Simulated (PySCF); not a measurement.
# Electron correlation in Br²⁺ (bromine, charge +2)

[Ar] 3d10 4s2 4p3, high-spin 4S determinant. Calculation: PySCF 2.14, in jorge-DZP-DKH (8s6p2d1f, 43 functions); the spin-free X2C one-electron Hamiltonian (Gaussian nucleus). Frozen: [Ar] 3d10; 5 electrons correlated.

MP2 pair energies summed by pair of shells (mhartree):

```csv
pair,energy,share (%)
4s-4p,-18.09,66.8
4s-4s,-4.73,17.5
4p-4p,-4.26,15.7
```

Total MP2 correlation energy: -27.09 mhartree.

Same-spin part -5.75 and opposite-spin part -21.34 mhartree; SCS-MP2 scales them by 1/3 and 6/5 to -27.52 mhartree.

```json
{"level": "CCSD", "correlation energy (mhartree)": "-32.36"}
{"level": "(T)", "correlation energy (mhartree)": "-0.16"}
{"level": "CCSD(T)", "correlation energy (mhartree)": "-32.52"}
```

Diagnostics: T1 = 0.0014, D1 = 0.0031, largest double amplitude 0.022.

Problem. Is a single reference adequate?

Solution. Yes, within this model without spin-orbit coupling: T1 lies below 0.03 and no double amplitude reaches 0.07.
